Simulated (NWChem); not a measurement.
Molecule: CH$_{3}$F$_{2}$NSi$_{2}$; SMILES F[Si]1(F)N=C[SiH2]1

```xyz
9

F     -0.2154    -1.5960     1.2801
Si    -0.0313    -0.6456     0.0000
F     -0.2154    -1.5960    -1.2801
N      1.5327     0.2071     0.0000
C      1.1297     1.4383     0.0000
Si    -0.8078     1.5421     0.0000
H      1.8718     2.2479     0.0000
H     -1.4232     2.1452    -1.2143
H     -1.4232     2.1452     1.2143
```
Atoms are numbered in this order, from 1.

All runs: NWChem. Structure relaxed at the B3LYP/6-31G* (spherical d) level. Level: PBE/def2-SVP with SMD (1 M gas to 1 M solution), gas-phase geometry. Reactions with the solvent are ignored.

```csv
solvent,dielectric constant,solvation free energy (kcal/mol),cavity-dispersion-structure term (kcal/mol),dipole in solution (D)
water,78.4,-0.2,4.1,3.82
benzene,2.27,-1.7,0.6,3.30
1-propanol,20.5,-2.6,1.6,3.77
acetonitrile,35.7,-2.7,1.6,3.80
"N,N-dimethylformamide",37.2,-2.3,2.0,3.80
acetone,20.5,-3.0,1.2,3.77
ethanol,24.9,-2.8,1.5,3.78
```
